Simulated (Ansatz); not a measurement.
CH7GeN (`N[CH2][GeH3]`), charge 0, multiplicity 1.

(1) Give a relaxed structure at PBE0-D4/def2-TZVP (Ansatz 0.2.0). (Estimate.)

Results:

(1) The calculation gave: 
```xyz
10

N     1.5341    0.0109    0.0764
C     0.2750    0.5828   -0.3757
Ge   -1.2122   -0.6057    0.1133
H     1.5636   -0.0482    1.0863
H     2.3189    0.5831   -0.2104
H     0.0590    1.5942   -0.0009
H     0.2845    0.6447   -1.4672
H    -1.1471   -0.8918    1.6270
H    -1.1141   -1.9368   -0.6474
H    -2.5616    0.0669   -0.2016
```
This is one stationary point; other conformers may exist.
